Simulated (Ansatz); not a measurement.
Isolated molecules relaxed with PBE0-D4/def2-TZVP in Ansatz; ΔE leaves out vibrations. CCSD(T)/CBS is the MP2 limit (def2-TZVPP, def2-QZVPP) plus CCSD(T) − MP2 in def2-TZVPP, frozen cores. Functionals use def2-TZVPP. B3LYP here is the variant with VWN-RPA as its local correlation; programs differ in this. Each species was taken in one conformer, which may not be the lowest.

Reaction (cleavage of the Si–Si bond): `CC[SiH2][SiH3]` + `O[Si]1(Cl)CO1` → `[SiH3]O[Si]1(Cl)CO1` + `CC[SiH3]`

`CC[SiH2][SiH3]`:

Cartesian coordinates in Å:
```
C -1.425 -0.648 -1.034
C -1.282 -0.250 0.432
Si 0.488 -0.335 1.070
Si 1.914 1.084 -0.130
H -1.064 -1.665 -1.209
H -0.853 0.015 -1.688
H -2.468 -0.609 -1.359
H -1.653 0.767 0.591
H -1.895 -0.900 1.066
H 1.001 -1.731 0.954
H 0.537 0.048 2.510
H 1.427 2.490 -0.059
H 1.977 0.694 -1.566
H 3.295 1.038 0.423
```

`O[Si]1(Cl)CO1`:

Cartesian coordinates in Å:
```
O -1.824 0.287 0.542
Si -0.273 0.554 0.157
Cl 0.138 2.430 0.769
C 1.005 -0.663 -0.129
O 0.306 0.042 -1.279
H -2.232 -0.497 0.167
H 0.817 -1.735 -0.139
H 2.064 -0.418 -0.088
```

`[SiH3]O[Si]1(Cl)CO1`:

```xyz
11

Si   -2.178   -0.462   -0.557
O    -0.695   -0.129    0.080
Si    0.896   -0.052   -0.072
Cl    1.415   -0.559   -1.965
C     1.971    0.890    0.995
O     1.836   -0.617    1.130
H    -2.022   -1.135   -1.869
H    -2.910    0.816   -0.724
H    -2.896   -1.343    0.391
H     1.604    1.406    1.880
H     2.978    1.184    0.710
```

`CC[SiH3]`:

Cartesian coordinates in Å:
```
C 0.604 0.601 1.137
C -0.295 -0.441 0.477
Si -0.377 -0.279 -1.390
H 0.630 0.480 2.223
H 0.256 1.617 0.928
H 1.632 0.529 0.773
H -1.315 -0.371 0.870
H 0.052 -1.452 0.716
H 0.981 -0.428 -1.984
H -0.902 1.062 -1.772
H -1.266 -1.318 -1.979
```

(1) Is it downhill or uphill in electronic energy at CCSD(T)/CBS, and by how much? (Best estimate.)

(2) What do these levels give: ωB97X-V, B3LYP, MP2/def2-TZVPP, SCS-MP2/def2-TZVPP, CCSD(T)/def2-TZVPP, MP2/CBS(def2)? (Best estimate.)

Largest T1 diagnostic among the species: 0.012.

## Answers

(1) Ansatz gave: Downhill: ΔE = -101.5 kJ/mol.

(2) The calculation gave: ωB97X-V -98.7, B3LYP -103.4, MP2/def2-TZVPP -107.3, SCS-MP2/def2-TZVPP -113.4, CCSD(T)/def2-TZVPP -100.7, MP2/CBS(def2) -108.2 kJ/mol.

From PBE to PBE0 (25 % exact exchange), in def2-TZVPP and without D4, ΔE moves by −8.7 kJ/mol. In def2-TZVPP, CCSD(T) changes the Hartree–Fock value by +30.8 kJ/mol (the triples alone add +4.2 kJ/mol) and MP2 by +24.1 kJ/mol.
